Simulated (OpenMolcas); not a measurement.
A run on Co4+ with 4 ligands (fluoride) in square-planar coordination (D4h) at 1.71 Å. Ligand basis ANO-RCC-VDZP.

```json
{
  "Program": "OpenMolcas",
  "Method": "SS-CASPT2, IPEA 0.25 Eh, imaginary shift 0.1 Eh (closed shells correlated: 3s 3p and the ligand valence shells)",
  "Basis": "ANO-RCC-VTZP [6s5p3d2f1g]",
  "Scalar Hamiltonian": "DKH2, point nucleus",
  "Active space": "5 electrons in 5 orbitals (3d)",
  "State averaging": "2S+1 = 6 even, 1 root; 2S+1 = 4 even, 24 roots; 2S+1 = 2 even, 75 roots",
  "Spin-orbit coupling": "state interaction with AMFI integrals over the reference wave functions"
}
```

First CASPT2 step and the start of its output:

```
&CASPT2
Multistate=1 1
Frozen=4 5
IPEA=0.25
Imaginary=0.1
MaxIter=60
WThr=0.0 0.3 0.05
PrWF=0.5
NoMix
```

```
--- CASPT2 ---
Orbital specifications:
      -----------------------

      Symmetry species                           1   2
                                                ag  au
      Frozen orbitals                            4   5
      Inactive orbitals                          9  11
      Active orbitals                            5   0
      Secondary orbitals                        40  41
      Deleted orbitals                           0   0
      Number of basis functions                 58  57
Type of calculation                        SS-CASPT2
      Fock operator                              state-specific
      IPEA shift                                 0.25
      Real shift                                 0.00
      Imaginary shift                            0.10
      The input orbitals will be transformed to quasi-canonical
Reference energy:       -1789.9459839930
      E2 (Non-variational):      -1.5146732682
      Shift correction:          -0.0215573118
      E2 (Variational):          -1.5362305801
      Total energy:           -1791.4822145731
      Residual norm:              0.0000007923
      Reference weight:           0.51060
      Contributions to the CASPT2 correlation energy
      Active & Virtual Only:         -0.0570096186
      One Inactive Excited:          -0.3084603778
      Two Inactive Excited:          -1.1492032719
::    CASPT2 Root  1     Total energy:  -1791.48221457
--- CASPT2 ---
Orbital specifications:
      -----------------------

      Symmetry species                           1   2
                                                ag  au
      Frozen orbitals                            4   5
      Inactive orbitals                          9  11
      Active orbitals                            5   0
...
```

Over all roots the printed reference weights run from 0.07 to 0.68, and roots that are degenerate in the reference spread by up to 5.1 cm-1.

Q: Did the run give usable levels, and if not, why?

A: No. The equations converged, but the reference weight falls to 0.07 for at least one root against 0.68 for the best. A drop of that size marks an intruder state, so the energies of such roots and the levels built on them can't be trusted.
